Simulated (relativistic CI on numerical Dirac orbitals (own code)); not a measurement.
# Cs⁺: sensitivity of the levels to the model

Base calculation: Dirac-Coulomb-Breit CI, KLI orbitals optimised for each configuration, QED by a radiative potential, valence Slater integrals scaled by 0.85, P86 correlation energy added to each configuration.

Configuration list (outside the closed core [Kr] 4d10): 5s2 5p6, 5s2 5p5 6s, 5s2 5p5 5d, 5s2 5p5 6p, 5s2 5p5 7s, 5s2 5p5 6d, 5s 5p6 5d, 5s2 5p5 4f, 5s2 5p5 7p, 5s2 5p5 5f, 5s2 5p5 7d, 5s2 5p5 5g, 5s2 5p5 6f, 5s2 5p5 7f. Double excitations out of closed p, d and f shells are left out; levels of such configurations are missing from the list, as are those of other unlisted configurations, and high levels can miss mixing partners.

The lowest level and the first level of each name with at least 55 % of one term (blank where a level has no safe partner in the second run):

```
           Level  Base (cm⁻¹)  Shift (cm⁻¹)
    5s2 5p6 1S_0          0.0           0.0
5s2 5p5 5d 3P°_0     108863.7        +196.8
5s2 5p5 6s 3P°_2     109368.5        +774.6
5s2 5p5 5d 3P°_1     109425.7        +366.9
5s2 5p5 5d 3F°_4     113617.1        +164.1
5s2 5p5 5d 3F°_3     115522.9        +162.4
5s2 5p5 5d 3D°_3     120081.1        +164.0
5s2 5p5 6s 3P°_0     125434.1       +1048.4
 5s2 5p5 6p 3S_1     127978.5       +2095.2
 5s2 5p5 6p 3D_3     130348.0       +2092.5
 5s2 5p5 6p 1P_1     131401.9       +2093.7
 5s2 5p5 6p 3P_2     132013.9       +2093.1
 5s2 5p5 6p 3D_1     143447.9       +2089.5
 5s2 5p5 6p 3P_1     144931.9       +2097.0
```

For a near-neutral ion this model can misplace configurations by up to about 10,000 cm⁻¹ (more where the count of f electrons changes) and terms by 10 to 25 % of their spread. Rates follow the energies as ν³ (E1, M1) or ν⁵ (E2), so they and the lifetimes can be off by large factors. The fine structure of a lone outer electron comes out too small, for d and f at times inverted, and misplaced configurations move strength between like terms. 6 of the 13 excited levels that our extract of the measured tables holds in this range could be paired (the sources list more); they are missed by 2261 cm⁻¹ on average and 3453 at most, and levels without a partner can miss by more.

(1) One thing was changed in a second run, which moved the levels as shown. Which?
A. configuration mixing switched off
B. Breit term removed
C. non-relativistic limit
D. QED terms removed
E. valence Slater integrals scaled by 0.75
F. self-excluded LDA correlation estimate

## Answers

(1) F. Self-excluded LDA correlation estimate. A correlation estimate moves all levels of a configuration together before mixing; mixed levels move by a weighted share.

LS names give the leading component of a level, which can be under half, so a name can repeat, a term be missing and a line seem to break the LS rules.
